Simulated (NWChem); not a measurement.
Molecule: CH9NSi2; SMILES NC([SiH3])[SiH3]

```xyz
13

N      1.7579     0.0847     0.1692
C      0.4129     0.0127    -0.4160
Si    -0.5080    -1.5958     0.0047
Si    -0.5156     1.6028     0.0365
H      2.3409    -0.6911    -0.1418
H      1.7139     0.0234     1.1854
H      0.5055     0.0607    -1.5176
H      0.3439    -2.7593    -0.4025
H     -0.7065    -1.6754     1.4867
H     -1.8398    -1.7128    -0.6687
H     -0.5533     1.7397     1.5264
H     -1.9226     1.5465    -0.4697
H      0.1714     2.7961    -0.5404
```
Atoms are numbered in this order, from 1.

Program: NWChem. Pople sets run with spherical d functions. Coordinates come from a PBE0/def2-SVP optimisation. No frequency run checked for a minimum. Absolute isotropic GIAO shieldings of the H sites, static isolated molecule, three-fold rotors averaged.

```csv
row,"σ, B3LYP/6-31G* (ppm)","σ, LDA (Slater exchange, VWN5)/pcSseg-1 (ppm)"
H11 (rotor mean),28.06,26.64
H8 (rotor mean),28.19,26.72
H7,30.12,withheld
H5,31.82,30.31
H6,32.25,30.82
```

Fit a straight line of the last column on the one before it, predict the withheld value, and compare with the run.


1. Means of the 4 shown rows: x = 30.080, y = 28.623. Slope Σ(x − x̄)(y − ȳ)/Σ(x − x̄)² = 15.31/15.39 = 0.9946; intercept -1.295.
2. The shown rows scatter about the line by 0.034 (root mean square); the largest residual is -0.04, at H5.
3. At x = 30.12 (H7; inside the shown range) the line gives 28.66.
4. The run gives 28.27, -0.39 from the line, 11.5 times the scatter.
